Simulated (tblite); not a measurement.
Species: C4H7F2O (doublet state).
Geometry (GFN2-xTB, Å), atoms numbered from 1 in this order:
```
atom  x, y, z in Å
C1     1.8888   -0.4673   -0.0532
O2     0.9492    0.4712    0.4501
C3    -0.3121    0.4419   -0.1040
C4    -1.0325   -0.9020   -0.1001
F5    -0.1653    0.8011   -1.4915
C6    -1.0774    1.5128    0.5684
F7    -2.4030    1.4163    0.6745
H8     1.9103   -0.4539   -1.1448
H9     1.6721   -1.4779    0.3034
H10    2.8527   -0.1454    0.3343
H11   -2.0493   -0.7617   -0.4560
H12   -1.0530   -1.2964    0.9122
H13   -0.5245   -1.5995   -0.7601
H14   -0.6567    2.4605    0.8445
```

Computed with GFN2-xTB (tblite): harmonic, unscaled wavenumbers at the GFN2-xTB geometry, gas phase. The method is semi-empirical: single wavenumbers can be off by several per cent or more. One conformer, not necessarily the lowest. Open shells enter through the occupations alone, without spin polarisation, and single modes of such species can be off by tens of per cent.

Harmonic wavenumbers (cm⁻¹): 46.4, 113.4, 161.9, 184.1, 208.3, 234.3, 296.7, 364.7, 392.2, 426.6, 492.0, 582.8, 677.0, 821.6, 945.1, 1043.7, 1050.6, 1121.1, 1125.7, 1143.4, 1167.9, 1225.1, 1340.1, 1384.2, 1394.9, 1457.2, 1465.0, 1469.6, 1484.2, 2949.3, 2975.2, 3034.1, 3050.5, 3055.7, 3059.6, 3152.1.

A = 4522, B = 1741, C = 1716 MHz; mass 109.046 u (most abundant isotopes); point group C1, symmetry number 1; spin multiplicity 2.

Problem. Zero-point energy?

Solution. ½Σν̃ = 22548 cm⁻¹ = 64.47 kcal/mol.

Problem. What is S at 500 K and 1 bar for an ideal gas of classical rigid rotors and harmonic oscillators?

Solution. Translation 42.57, rotation 29.11, vibration 39.15, spin (R ln 2) 1.38: S = 112.2 cal/(mol K).

Problem. And Cp and H(500 K) − H(0)?

Solution. Cp = 44.36 cal/(mol K), of which vibrations give 36.41 (their classical limit is 36 R = 71.5); H(500 K) − H(0) = 13.94 kcal/mol without the zero-point energy, 9.96 from vibrations.

Problem. Which modes carry the vibrational entropy at 500 K?

Solution. 46.4 cm⁻¹: 5.99; 113.4 cm⁻¹: 4.22; 161.9 cm⁻¹: 3.52; 184.1 cm⁻¹: 3.27; 208.3 cm⁻¹: 3.03; 234.3 cm⁻¹: 2.81 cal/(mol K); the other 30 give 16.30 together.

Problem. What must be added to the electronic energy to get the Gibbs energy at 500 K and 1 bar?

Solution. ZPE + [H(500 K) − H(0)] − T·S = 64.47 + 13.94 − 56.10 = 22.31 kcal/mol.

Problem. How do the functions run with temperature in this model?

Solution. 
| T (K) | S (cal/(mol K)) | Cp (cal/(mol K)) | H − H(0) (kcal/mol) | G − H(0) (kcal/mol) | ln q(vib) |
| --- | --- | --- | --- | --- | --- |
| 50 | 56.9 | 11.6 | 0.47 | -2.38 | 0.36 |
| 100 | 66.6 | 17.0 | 1.18 | -5.47 | 1.23 |
| 298.15 | 92.6 | 32.1 | 6.16 | -21.44 | 5.49 |
| 373.15 | 100.3 | 37.1 | 8.76 | -28.67 | 7.08 |
| 750 | 132.3 | 54.6 | 26.40 | -72.81 | 14.47 |
| 1000 | 149.0 | 61.2 | 40.93 | -108.03 | 18.83 |

q(vib) and H(0) count from the zero-point level.

Problem. Blend soft modes into free rotors: weight 1/[1 + (100 cm⁻¹/ν̃)⁴] for the oscillator and the rest for a rotor with moment μB/(μ + B), μ = h/(8π²ν), B = 10⁻⁴⁴ kg m². What vibrational entropy results?

Solution. 36.86 cal/(mol K) in place of 39.15, which changes −T·S at 500 K by +1.15 kcal/mol.

Hindered rotation and anharmonicity are outside this model. Other conformers, if any are populated, would add a mixing term that is left out. The structure is chiral; the term R ln 2 for an equal mix with its mirror image is left out.
